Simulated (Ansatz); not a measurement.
Species: C₂H₈GeN (charge 0, doublet). It need not be the lowest isomer of its formula. 
Structure (B3LYP-D3(BJ)/def2-TZVP (Ansatz, an electronic-structure program) minimum search):
```xyz
12

C      1.6162    -0.9042     0.3499
Ge     0.0484     0.1114    -0.3260
C     -1.5993    -0.9850    -0.1554
N     -0.1803     1.4948     0.9082
H      1.4003    -1.2447     1.3647
H      2.5060    -0.2757     0.3664
H      1.8094    -1.7673    -0.2863
H     -1.5456    -1.8516    -0.8135
H     -1.6884    -1.3223     0.8794
H     -2.4810    -0.4010    -0.4172
H     -1.0070     2.0644     0.7799
H      0.6170     2.1053     1.0351
```
Charge 0, spin multiplicity 2.

Total electronic energies in hartree. Cores are frozen in the correlated levels unless marked. UHF or UKS for open shells. No spin-orbit coupling. The frozen core is the preceding noble-gas configuration, with the filled d and f shells of earlier blocks. No relativistic terms. Basis-set limits of correlation are two-point, X^-3; Hartree-Fock from the larger set. [CCSD(T)-MP2]/basis is that difference in the basis named.

```
level                                                     program  energy (Eh)
-------------------------------------------------  --------------  -----------
HF/6-31G*                                                  Ansatz  -2209.90203
HF/cc-pVDZ                                                 Ansatz  -2210.17350
r2SCAN-D4/def2-TZVPD                               Ansatz + dftd4  -2212.74010
PBE0-D3(BJ)/def2-TZVPD                             Ansatz + dftd3          ___
r2SCANh/def2-TZVPD                                         Ansatz  -2212.72433
CAM-B3LYP-D4/def2-TZVPD                            Ansatz + dftd4  -2212.88055
PBE-QIDH/def2-TZVPD                                        Ansatz  -2211.99787
RPA@PBE/cc-pVQZ                                            Ansatz  -2211.49724
MP2/cc-pVQZ                                                Ansatz  -2211.03288
RI-MP2/cc-pVQZ                                             Ansatz  -2211.03261
SCS-MP2/cc-pVQZ                                            Ansatz  -2211.04207
CCSD(T)/6-31G                                              Ansatz  -2210.20843
CCSD(T)/cc-pVTZ                                            Ansatz  -2211.04726
RI-MP2/CBS(cc-pVTZ,cc-pVQZ)+[CCSD(T)-MP2]/cc-pVTZ          Ansatz   -2211.1371
CCSD(T)/CBS(cc-pVTZ,cc-pVQZ)                               Ansatz   -2211.1284
```

Task: What belongs in the gaps?

Result: 
- PBE0-D3(BJ)/def2-TZVPD, energy (Eh): -2212.40855
